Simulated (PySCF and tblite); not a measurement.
The numbers below are computed, except where a source is named.
3-hydroxy-1-fluorobenzene, C6H5FO, numbered as in [OH:1][c:2]1[cH:3][cH:4][cH:5][c:6]([F:7])[cH:8]1. Search: ETKDG and KDG, MMFF94s, GFN2-xTB, 60 starts; geometries at GFN2-xTB. Energies: PBE0-D3(BJ)/pcSseg-1 (IEF-PCM, dichloromethane), with GFN2-xTB thermal terms (modes under about 100 cm⁻¹ blended into free rotors). Symmetry numbers and mirror images are counted. Conformers within 3 kcal/mol (GFN2-xTB free energy) were kept, 10 at most. GIAO shieldings: PBE0/pcSseg-1 (IEF-PCM, dichloromethane). Shifts are against TMS (¹H), TMS (¹³C), CFCl3 (¹⁹F) at the same level. Programs: PySCF with density fitting and tblite.

Torsions listed: H1–O1–C2–C3.

```
conformer  shape  point group  mirror pair  ΔE(DFT)  Δ(G−E) at 260 K  δ H3 (ppm)
        1     0°           Cs           no     0.00             0.00        6.93
        2   180°           Cs           no     0.08             0.01        7.05
```

Energies in kcal/mol; the thermal term leaves out symmetry numbers and mirror images.

Task: Work out the weights at 260 K and the ¹H shift of H3 under fast exchange.

Result: RT = 0.517 kcal/mol. Each conformer gets RT ln(σ/g), with σ the rotational symmetry number and g = 2 for a mirror pair: 1: σ = 1, g = 1, G = 0.00 + 0.00 + 0.00 = 0.00, 0.00 above the lowest, exp(−ΔG/RT) = 1.000; 2: σ = 1, g = 1, G = 0.08 + 0.01 + 0.00 = 0.09, 0.09 above the lowest, exp(−ΔG/RT) = 0.841. The sum is 1.841, so the weights are 54.3, 45.7 %. The averaged shift is 6.98 ppm. At 298.15 K it is 6.98 ppm. At 298.15 K the leading conformer alone gives 6.93 ppm and bare DFT energies give 6.99 ppm.


Conformer gaps in pcSseg-1 on xTB geometries can be 2 kcal/mol off for S=O, P=O and other polar bonds.